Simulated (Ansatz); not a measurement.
CH₆GaInO (`[CH3][In]([OH])[GaH2]`). The species carries charge 0 and has multiplicity 1. In takes the def2 core potential.

```xyz
10

C    -1.507    0.965   -1.086
In    0.206    0.122   -0.103
O     1.813    1.035   -0.887
Ga    0.651   -1.688    1.741
H    -1.163    1.744   -1.767
H    -2.199    1.395   -0.360
H    -2.039    0.199   -1.653
H     2.656    0.747   -0.531
H     0.720   -1.310    3.270
H     0.863   -3.208    1.374
```

**Question.** What are the harmonic wavenumbers in cm⁻¹ at PBE0-D4/def2-TZVP (Ansatz, finite differences of forces, unscaled)? (Estimate.)

**Answer.** The calculation gave: 44, 67, 87, 99, 130, 194, 334, 355, 508, 516, 568, 681, 700, 745, 766, 1184, 1447, 1448, 1926, 1937, 3058, 3148, 3164, 3904.

**Question.** Is this a minimum?

**Answer.** Yes, all 24 modes are real.

**Question.** Give the ideal-gas thermochemistry at 298.15 K and 1 bar (rigid rotor, harmonic oscillator; point group Cs, symmetry number 1).

**Answer.** Zero-point energy 161.6 kJ/mol; H(298) − E = 187.7 kJ/mol; entropy 408.3 J/(mol·K), of which translation 176.0, rotation 119.3, vibration 112.9; G(298) − E = 66.0 kJ/mol. Modes under 100 cm⁻¹ are hindered rotations or soft bends, so the harmonic entropy is rough.

**Question.** And at 400, 500, 600, 800 and 1000 K?

**Answer.** 
| T (K) | H − E (kJ/mol) | S (J/mol/K) | G − E (kJ/mol) |
| --- | --- | --- | --- |
| 400 | 201.3 | 447.3 | 22.4 |
| 500 | 216.0 | 480.0 | -24.0 |
| 600 | 231.7 | 508.7 | -73.5 |
| 800 | 265.6 | 557.4 | -180.3 |
| 1000 | 302.1 | 598.0 | -295.9 |
